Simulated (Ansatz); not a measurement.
Total energies of CH4GeSe, SMILES `[GeH3][CH]=[Se]`.

Z-matrix (Å, degrees):
```
Ge
C 1 1.953
H 1 1.539 2 108.9
H 1 1.530 2 108.8 3 121.3
H 1 1.539 2 108.6 3 -117.8
Se 2 1.750 1 124.7 3 -123.8
H 2 1.091 1 117.4 3 56.3
```

The species carries charge 0 and has multiplicity 1. Correlated methods include outer-core shells of Ge, Se, which these sets cover unevenly. Scalar relativity is left out up to krypton. All single points use the PBE0-D4/def2-TZVP geometry. Basis def2-TZVPP, the Gaussian-basis code of Ansatz.

RPA on PBE orbitals: Hartree–Fock energy of these orbitals -4515.31287 Eh, correlation -1.10212 Eh (frozen core).

```tsv
functional	energy without D4 (Eh)	D4 term (kJ/mol)
LDA (SPW92)	-4512.06264	–
revPBE	-4518.66526	-38.9
BLYP	-4519.10538	-31.1
B97M-V	-4518.20998	–
PBE0	-4518.43419	-12.1
B3LYP	-4519.12035	-23.5
r2SCAN0	-4518.95313	-3.9
HSE06 (plane-wave form)	-4518.43521	-11.4
BHLYP	-4518.97059	-20.2
CAM-B3LYP	-4519.25053	-12.5
LC-ωPBE	-4518.39715	–
ωB97X-V	-4518.60739	–
ωB97M-V	-4518.75295	–
B2PLYP	-4518.24967	–
```

**Question.** Give the same for PBE, r2SCAN, r2SCANh, PBE-QIDH. (Estimate.)

**Answer.** The calculation gave: 
```json
{"functional": "PBE", "energy without D4 (Eh)": "-4518.29987", "D4 term (kJ/mol)": "-14.3"}
{"functional": "r2SCAN", "energy without D4 (Eh)": "-4518.98655", "D4 term (kJ/mol)": "-3.2"}
{"functional": "r2SCANh", "energy without D4 (Eh)": "-4518.97259", "D4 term (kJ/mol)": "-3.5"}
{"functional": "PBE-QIDH", "energy without D4 (Eh)": "-4517.78418", "D4 term (kJ/mol)": "–"}
```

B3LYP takes the VWN-RPA correlation (the form of Gaussian; ORCA's B3LYP/G). HSE06 is the plane-wave form, built on full-range PBE exchange. The double hybrids freeze the cores in their second-order part.

LC-ωPBE has ω = 0.4 bohr⁻¹.
